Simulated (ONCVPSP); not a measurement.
# Logarithmic derivatives: erbium (Er), ONCV

| Property | Result |
| --- | --- |
| Element | Er (Z = 68) |
| Generator | ONCVPSP 4.0.1 |
| Type | optimised norm-conserving Vanderbilt (ONCV) |
| Functional | PBE |
| Relativity | fully relativistic |
| Frozen core | [Kr] |
| Valence charge | 32 |
| Reference configuration | 4d10 4f11 5s2 5p6 5d1 6s2 |
| Partial waves | 5s+6s: rc 2.25 bohr, ncon 3, nbas 7, qcut 7.1 1/bohr, 2 projectors; 5p: rc 2.35 bohr, ncon 5, nbas 10, qcut 6.2 1/bohr, 2 projectors, debl 3 Ha; 4d+5d: rc 0.95 bohr, ncon 3, nbas 7, qcut 17.1 1/bohr, 2 projectors; 4f: rc 1.30 bohr, ncon 4, nbas 9, qcut 13.9 1/bohr, 3 projectors, debl 3.3 Ha |
| Local potential | polynomial inside 0.85 bohr (lpopt 5, dvloc0 0 Ha) |
| Core correction | Teter function, fcfact 1.75, rcfact 1.6 |

Open shells are filled in proportion to 2j + 1.

The phase is arctan(r·R′/R) of the radial function R(r), unwrapped; energies in Ha, scanned from -8 to 5 Ha. A pole is an energy at which the radial function vanishes at the test radius. The pseudo phase is shifted by a multiple of π to meet the all-electron one at the reference energy, and phase errors are pseudo minus all-electron; the curves can meet again beyond the range given. Levels narrower than the energy grid can be missing from the lists of poles.

| channel | radius (bohr) | reference energy (Ha) | poles, all-electron | poles, pseudo | unbroken range about the reference energy with phases within 0.05 rad | phase error 1 Ha above the reference energy (rad) |
| --- | --- | --- | --- | --- | --- | --- |
| s | 2.28 | -0.16 | -1.94, 2.91 | -1.94, 2.85 | below 4.4 | -0.001 |
| p3/2 | 2.38 | -1.03 | -0.80, 3.55 | -0.80, 3.56 | below 0.5 | -0.002 |
| p1/2 | 2.38 | -1.24 | -1.07, 3.20 | -1.07, 3.21 | the whole range | -0.001 |
| d5/2 | 0.96 | -0.07 | -4.89 | -4.89 | the whole range | +0.000 |
| d3/2 | 0.96 | -0.08 | -5.28 | -5.28 | the whole range | +0.000 |
| f7/2 | 1.32 | -0.33 | 0.19 | 0.19 | the whole range | -0.000 |
| f5/2 | 1.32 | -0.37 | 0.12 | 0.12 | the whole range | -0.000 |

Note: ghosts flagged at negative energy: s at -266.3 eV; GHOST(+) flagged for p3/2 at 17.9 eV, p1/2 at 49.1 eV. A true bound ghost makes a file unfit for plane-wave use.

Phases in the p1/2 channel:

| E (Ha) | all-electron | pseudo |
| --- | --- | --- |
| -7.96 | 1.448 | 1.448 |
| -7.24 | 1.441 | 1.441 |
| -6.52 | 1.432 | 1.432 |
| -5.80 | 1.421 | 1.421 |
| -5.08 | 1.408 | 1.408 |
| -4.36 | 1.390 | 1.390 |
| -3.64 | 1.364 | 1.363 |
| -2.92 | 1.321 | 1.321 |
| -2.20 | 1.227 | 1.227 |
| -1.48 | 0.159 | 0.158 |
| -0.76 | -1.747 | -1.747 |
| -0.04 | -2.059 | -2.061 |
| 0.68 | -3.311 | -3.323 |
| 1.40 | -4.368 | -4.370 |
| 2.12 | -4.583 | -4.583 |
| 2.84 | -4.678 | -4.677 |
| 3.56 | -4.745 | -4.743 |
| 4.28 | -4.816 | -4.813 |
| 5.00 | -4.943 | -4.934 |
